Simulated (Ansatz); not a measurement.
`B/C=C/O[SiH3]` → `CC1[SiH2]B1O`  (isomerisation)

Program: Ansatz. Geometries: PBE0-D4/def2-TZVP. ΔE: electronic, gas phase. CBS: MP2 limit from def2 TZ/QZ plus the TZ coupled-cluster correction, frozen cores. Functionals use def2-TZVPP. Each species was taken in one conformer, which may not be the lowest.

```csv
species,r2SCAN-D4 energy (Eh)
`B/C=C/O[SiH3]`,-469.92916
`CC1[SiH2]B1O`,-469.93390
```

Question: Work out ΔE.

Answer: ΔE = (-469.93390) − (-469.92916) = -0.00474 Eh = -12.4 kJ/mol. CCSD(T)/CBS gives -4.1 kJ/mol.

Largest T1 diagnostic among the species: 0.013.

From PBE to PBE0 (25 % exact exchange), in def2-TZVPP and without D4, ΔE moves by +3.6 kJ/mol. In def2-TZVPP, CCSD(T) changes the Hartree–Fock value by −62.2 kJ/mol (the triples alone add −5.0 kJ/mol) and MP2 by −66.8 kJ/mol.
